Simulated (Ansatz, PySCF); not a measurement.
Dissociation curve of GaMg (anion, charge -1), lowest singlet found (which spin is the ground state isn't settled by this scan).

UKS-B3LYP/LANL2DZ = unrestricted B3LYP/LANL2DZ, with its core potentials past Ne (PySCF); UKS-B3LYP/6-31G* = PySCF with unrestricted B3LYP/6-31G*, spherical d; RCCSD = CCSD on RHF/aug-cc-pVDZ, cores with 3d frozen (Ansatz, an electronic-structure program); RKS-B3LYP/LANL2DZ = restricted B3LYP/LANL2DZ, with its core potentials past Ne run with PySCF; RMP2 = Ansatz with MP2 on RHF/aug-cc-pVDZ, cores with 3d frozen.

Energies are in eV, each relative to the lowest point of its own curve between 2.30 and 2.95 Å, where full CI is lowest.

```json
[
 {"R / Å": "1.91", "UKS-B3LYP/LANL2DZ": "2.836", "UKS-B3LYP/6-31G*": "2.575", "RCCSD": "3.100", "RKS-B3LYP/LANL2DZ": "2.950", "RMP2": "2.928"},
 {"R / Å": "2.03", "UKS-B3LYP/LANL2DZ": "1.809", "UKS-B3LYP/6-31G*": "1.581", "RCCSD": "1.999", "RKS-B3LYP/LANL2DZ": "1.898", "RMP2": "1.819"},
 {"R / Å": "2.19", "UKS-B3LYP/LANL2DZ": "0.914", "UKS-B3LYP/6-31G*": "0.756", "RCCSD": "1.039", "RKS-B3LYP/LANL2DZ": "0.975", "RMP2": "0.857"},
 {"R / Å": "2.30", "UKS-B3LYP/LANL2DZ": "0.527", "UKS-B3LYP/6-31G*": "0.416", "RCCSD": "0.620", "RKS-B3LYP/LANL2DZ": "0.573", "RMP2": "0.441"},
 {"R / Å": "2.42", "UKS-B3LYP/LANL2DZ": "0.257", "UKS-B3LYP/6-31G*": "0.187", "RCCSD": "0.320", "RKS-B3LYP/LANL2DZ": "0.289", "RMP2": "0.148"},
 {"R / Å": "2.50", "UKS-B3LYP/LANL2DZ": "0.142", "UKS-B3LYP/6-31G*": "0.095", "RCCSD": "0.189", "RKS-B3LYP/LANL2DZ": "0.166", "RMP2": "0.024"},
 {"R / Å": "2.57", "UKS-B3LYP/LANL2DZ": "[?]", "UKS-B3LYP/6-31G*": "0.043", "RCCSD": "0.110", "RKS-B3LYP/LANL2DZ": "0.092", "RMP2": "0.000"},
 {"R / Å": "2.67", "UKS-B3LYP/LANL2DZ": "[?]", "UKS-B3LYP/6-31G*": "0.006", "RCCSD": "[?]", "RKS-B3LYP/LANL2DZ": "0.029", "RMP2": "0.010"},
 {"R / Å": "2.72", "UKS-B3LYP/LANL2DZ": "[?]", "UKS-B3LYP/6-31G*": "0.000", "RCCSD": "0.021", "RKS-B3LYP/LANL2DZ": "0.011", "RMP2": "0.011"},
 {"R / Å": "2.85", "UKS-B3LYP/LANL2DZ": "0.000", "UKS-B3LYP/6-31G*": "0.011", "RCCSD": "0.000", "RKS-B3LYP/LANL2DZ": "0.000", "RMP2": "0.015"},
 {"R / Å": "2.95", "UKS-B3LYP/LANL2DZ": "0.019", "UKS-B3LYP/6-31G*": "[?]", "RCCSD": "[?]", "RKS-B3LYP/LANL2DZ": "0.015", "RMP2": "0.023"}
]
```

**Question.** Fill in the missing entries.

**Answer.** 
- 2.57, UKS-B3LYP/LANL2DZ: 0.074
- 2.67, UKS-B3LYP/LANL2DZ: 0.018
- 2.67, RCCSD: 0.041
- 2.72, UKS-B3LYP/LANL2DZ: 0.004
- 2.95, UKS-B3LYP/6-31G*: 0.038
- 2.95, RCCSD: 0.005

The scan ran from 1.91 to 8.88 Å; beyond the distances shown full CI changes its symmetry label. The unrestricted determinant behind UKS-B3LYP/LANL2DZ, UKS-B3LYP/6-31G* is spin-contaminated at 1.91 to 2.95 Å (<S²> up to 1.0, against 0.00 for a pure singlet). Where the anion isn't bound against loss of the electron, the finite basis alone holds it. The T1 diagnostic of CCSD on the restricted reference of RCCSD, RMP2 exceeds 0.045 at 2.57 to 2.95 Å. The restricted form behind RKS-B3LYP/LANL2DZ, RMP2 keeps the bonding electrons paired and can't separate into open-shell fragments.
